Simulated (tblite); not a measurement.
Compound: C₅H₉GeN (charge +1 and doublet state).
SMILES with atom numbers: `[CH:1]#[C:2][C@@:3]1([CH3:4])[CH2:5][GeH2:6][NH+:7]1` (hydrogens: H8 on C1; H9, H10, H11 on C4; H12, H13 on C5; H14, H15 on Ge6; H16 on N7)
Bond orders are those of one Lewis drawing.

Computed with GFN2-xTB (tblite), gas phase: L-BFGS steps from a force-field or distance-geometry start until the largest atomic force falls under 0.01 eV/Å.

Step 5: E = -532.2508 eV
```
atom  x, y, z in Å  |  force x, y, z in eV/Å
C1     -1.5323    2.3056    0.2664    0.636  -1.586  -0.142
C2     -1.0390    1.2027    0.1256   -0.680   1.306   0.095
C3     -0.3450   -0.0516    0.0269    0.353  -0.031  -0.222
C4     -1.3477   -1.1779   -0.3579    0.187  -0.285  -0.060
C5      0.8517   -0.0831   -0.9825   -0.108  -0.025  -0.852
Ge6     2.1825   -0.2527    0.4566   -0.329  -0.015  -0.180
N7      0.4066   -0.2973    1.2117    0.137   0.307   0.920
H8     -1.9685    3.2497    0.3380   -0.167   0.375  -0.016
H9     -2.3429   -1.0076    0.0189   -0.195   0.246   0.289
H10    -0.9781   -2.1137    0.0483    0.093  -0.093   0.024
H11    -1.4121   -1.2719   -1.4373    0.010   0.150  -0.043
H12     0.7921   -0.9689   -1.6336   -0.025   0.439   0.040
H13     0.9111    0.8395   -1.5800   -0.160  -0.365   0.102
H14     2.8134    1.0472    0.8392    0.146  -0.003   0.290
H15     2.9232   -1.5420    0.5561    0.061  -0.076   0.270
H16     0.0775    0.1309    2.0922    0.042  -0.343  -0.513
```

Step 6: E = -532.2911 eV
```
atom  x, y, z in Å  |  force x, y, z in eV/Å
C1     -1.5318    2.2960    0.2690    0.392  -1.043  -0.101
C2     -1.0434    1.1969    0.1235   -0.431   0.884   0.034
C3     -0.3321   -0.0509    0.0273    0.273  -0.010  -0.151
C4     -1.3455   -1.1766   -0.3565    0.119  -0.292  -0.019
C5      0.8563   -0.0814   -0.9917   -0.217  -0.041  -0.644
Ge6     2.1900   -0.2521    0.4460   -0.351  -0.006  -0.086
N7      0.4160   -0.2751    1.2212    0.160   0.127   0.470
H8     -1.9649    3.2456    0.3347   -0.127   0.256  -0.018
H9     -2.3439   -1.0083    0.0208   -0.091   0.272   0.297
H10    -0.9813   -2.1161    0.0468    0.119  -0.072   0.022
H11    -1.4239   -1.2713   -1.4360    0.079   0.178  -0.018
H12     0.7843   -0.9585   -1.6463    0.021   0.312  -0.005
H13     0.9031    0.8361   -1.5912   -0.118  -0.253   0.071
H14     2.8183    1.0450    0.8564    0.129  -0.040   0.229
H15     2.9259   -1.5482    0.5676    0.029  -0.016   0.255
H16     0.0652    0.1277    2.0972    0.012  -0.254  -0.340
```

Q: Estimate the geometry and energy of step 7. (The exact step hangs on the optimiser's Hessian estimate; all steps are aligned on step 6, rigid shifts and turns removed.)

A: E = -532.3311 eV, largest force 0.370 eV/Å
```
atom  x, y, z in Å  |  force x, y, z in eV/Å
C1     -1.5316    2.2805    0.2720   -0.190   0.283   0.021
C2     -1.0498    1.1917    0.1196    0.178  -0.256  -0.117
C3     -0.3103   -0.0498    0.0253   -0.042   0.035   0.021
C4     -1.3419   -1.1795   -0.3539   -0.032  -0.100   0.076
C5      0.8546   -0.0797   -1.0122   -0.177  -0.015   0.007
Ge6     2.1915   -0.2514    0.4320   -0.221   0.006   0.013
N7      0.4323   -0.2471    1.2349    0.121  -0.086  -0.339
H8     -1.9615    3.2421    0.3299   -0.010  -0.059  -0.022
H9     -2.3450   -1.0032    0.0295    0.159   0.230   0.243
H10    -0.9822   -2.1213    0.0454    0.137  -0.070   0.024
H11    -1.4363   -1.2664   -1.4348    0.141   0.180   0.054
H12     0.7755   -0.9412   -1.6641    0.031  -0.048  -0.211
H13     0.8912    0.8289   -1.6052   -0.069   0.059  -0.087
H14     2.8273    1.0406    0.8825    0.078  -0.128   0.125
H15     2.9298   -1.5557    0.5877   -0.043   0.100   0.219
H16     0.0488    0.1201    2.1001   -0.061  -0.131  -0.025
```

The energy changes by -0.0400 eV. The first-order estimate −F·Δx gives -0.0721 eV and the mean of the old and new forces, exact on a quadratic surface, -0.0397 eV. The step makes an angle of 62° with the force vector and moves no atom by more than 0.035 Å.

The cost below is that of the whole relaxation. The run took 0.63 s of wall time on one thread, Arm Neoverse V2 (aarch64), shared host.
